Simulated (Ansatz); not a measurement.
Two structures of SiN2H4Cl2, singlet, reached by relaxing down either side of one saddle point (PBE0-D4/def2-TZVP). Energies are electronic, without zero-point energy. Computed with Ansatz 0.2.0 (basis: def2-TZVPP and def2-QZVPP); correlated methods freeze the cores. Extrapolation: Hartree–Fock as exp(−7.88 √X), correlation as X^−2.97. First:

Si1  (-0.209, 0.181, 0.365)
N2  (1.441, -0.160, 0.249)
N3  (-0.962, -0.254, -1.084)
H4  (-0.619, 0.110, -1.958)
Cl5  (-0.297, 2.166, 0.891)
Cl6  (-1.258, -0.824, 1.820)
H7  (1.748, -1.083, -0.011)
H8  (2.104, 0.315, 0.838)
H9  (-1.949, -0.451, -1.109)
(Å)

Second:

```xyz
9
angstrom
Si -0.6612 0.2054 0.3032
N 1.1347 -0.2621 -0.1245
N -1.2677 -0.0023 -1.1528
H 1.0322 -0.4686 -1.1198
Cl -0.3154 2.0386 1.2151
Cl -0.9536 -1.0607 1.9229
H 1.4652 -1.0836 0.3734
H 1.7914 0.5012 0.0110
H -2.2256 0.1320 -1.4285
```

(1) Which bonds change from the first to the second?

(2) Give the saddle point's structure and its height above each. (Judge from chemistry; the value comes from the calculation.)

The T1 diagnostic stays at or below 0.012.

Results:

(1) SiN₂H₄Cl₂ ([NH2][Si]([NH2])([Cl])[Cl]) → SiNHCl₂ ([NH][Si]([Cl])[Cl]) + NH₃ (still joined by a long Si–N bond); bonds formed: N2–H4; bonds broken: N3–H4; bonds weakened to dative contacts: Si1–N2.

(2) By the calculation: 53.83 kcal/mol above the first and 10.07 kcal/mol above the second (CCSD(T) at an estimated basis limit (MP2 extrapolated from triple and quadruple zeta, plus CCSD(T) − MP2 in triple zeta)).
```tsv
atom	x (Å)	y (Å)	z (Å)
Si1	-0.5471	0.2162	0.4534
N2	1.1360	-0.2599	-0.1140
N3	-1.0081	-0.0399	-1.0833
H4	0.4101	-0.3322	-1.0849
Cl5	-0.4193	2.0829	1.2986
Cl6	-1.0588	-1.0233	2.0081
H7	1.5221	-1.1318	0.2265
H8	1.8495	0.4582	-0.1367
H9	-1.8844	0.0299	-1.5676
```

Labels in which every atom is bracketed show which atoms are joined, not bond orders.

For scale, one of the runs: CCSD(T)/def2-TZVPP, 244 basis functions, launched by `ansatz run in.yaml --threads 4 --pin off --events-out ev --progress --plain --max-ram 9574MiB`. Hardware: 4 CPU threads of an Arm Neoverse V1, shared host. Wall time 2.4 min; peak host memory 4.6 GiB.
